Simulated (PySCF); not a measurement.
## Where the electron goes

C3H5ClSi.
Cartesian coordinates in Å at the GFN2-xTB level; atoms count from 1:
```
atom  x, y, z in Å
Cl1   -0.4844    2.2280   -0.9889
C2    -0.2386    0.9555    0.2504
C3    -1.1436   -0.2195    0.0472
C4    -0.3256   -1.2596   -0.1433
Si5    1.2669   -0.2475   -0.0277
H6    -0.3643    1.4569    1.2091
H7    -2.2218   -0.1815    0.0550
H8    -0.6123   -2.2871   -0.2963
H9     2.1322   -0.4435    1.1326
H10    2.0004    0.0028   -1.2607
```

Method used: TDDFT wB97X-D/def2-SVPD, vertical, gas phase, core orbitals frozen in the response in PySCF 2.14.0, density-fitted response routines.

Frontier orbitals with the atoms that hold most of them (Löwdin shares over 4%, at most four atoms; ? is withheld):

```
orbital  ε (eV)                             atoms
 LUMO+2    2.17     Si5 41%, C4 10%, H9 9%, C3 8%
 LUMO+1    1.48  Si5 41%, H9 12%, H10 12%, C4 10%
   LUMO       ?                                 ?
   HOMO   -9.52   Cl1 46%, C2 20%, Si5 12%, C4 7%
 HOMO-1   -9.99                                 ?
 HOMO-2  -10.28   Cl1 42%, C2 16%, C3 14%, C4 12%
 HOMO-3  -11.10  C4 30%, Si5 19%, Cl1 16%, C3 12%
```

(1) Give the leading atoms of the HOMO-1.

(2) Give the leading atoms of the LUMO.

(3) What is the LUMO energy, and the HOMO–LUMO gap?

Results:

(1) Cl1 (bonded to C) 35%; C4 (bonded to C, Si and H) 24%; C3 (bonded to 2 C and H) 22%; Si5 (bonded to 2 C and 2 H) 6%. By element: carbon 46% or more, chlorine 35%, silicon 6%.

(2) C4 (bonded to C, Si and H) 32%; C3 (bonded to 2 C and H) 30%; Cl1 (bonded to C) 10%; Si5 (bonded to 2 C and 2 H) 8%. By element: carbon 62% or more, chlorine 10%, silicon 8%.

(3) ε(LUMO) = 1.10 eV; the gap is 10.62 eV (0.3903 hartree).

**Question.** The HOMO–LUMO gap is 10.62 eV. Where does the response calculation put the lowest singlet, and from which orbitals?

**Answer.** S1 is at 5.93 eV (f = 0.0022), 4.69 eV below the gap, made of HOMO→LUMO (91%). 

Next come S2 at 6.46 eV (f 0.0069), HOMO-1→LUMO (35%), HOMO-2→LUMO (32%), HOMO-3→LUMO (18%); S3 at 6.69 eV (f 0.0041), HOMO→LUMO+1 (69%), HOMO-2→LUMO (19%); S4 at 6.98 eV (f 0.115), HOMO-1→LUMO (40%), HOMO-3→LUMO (21%), HOMO-2→LUMO+1 (12%); S5 at 7.08 eV (f 0.0066), HOMO-1→LUMO+1 (32%), HOMO→LUMO+3 (30%), HOMO→LUMO+2 (15%).

Löwdin shares depend on the basis, the more so with diffuse functions.
